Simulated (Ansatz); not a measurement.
The lowest singlet and triplet of CHCl (SMILES [CH]Cl); geometries from B3LYP-D3(BJ)/def2-TZVP, each state relaxed from the structure named, with no frequency check.
Singlet at the triplet's geometry (charge 0, multiplicity 1):
```xyz
3

C     -1.09179     0.34980     0.00000
Cl     0.50045    -0.10568     0.00000
H     -1.95688    -0.30231     0.00000
```

A positive gap puts the triplet lower; no zero-point energy. Active spaces average the two states.

Frozen-core correlation.

Codes used: Ansatz (a quantum-chemistry and plane-wave program) with Gaussian orbitals. Each number belongs to the level named beside it.

Question: Estimate the gap E(singlet) − E(triplet), vertical, at the triplet's geometry that SC-NEVPT2 on SA-CASSCF(2,2)/cc-pV(Q+d)Z returns for this input.

Answer: 0.29 eV

Question: Give the gap E(singlet) − E(triplet), vertical, at the triplet's geometry at the level SC-NEVPT2 on SA-CASSCF(2,2)/cc-pV(D+d)Z.

Answer: 0.46 eV

Question: What is the computed gap E(singlet) − E(triplet), vertical, at the triplet's geometry (FIC-MRCISD+Q on SA-CASSCF(2,2)/cc-pV(Q+d)Z)?

Answer: 0.23 eV
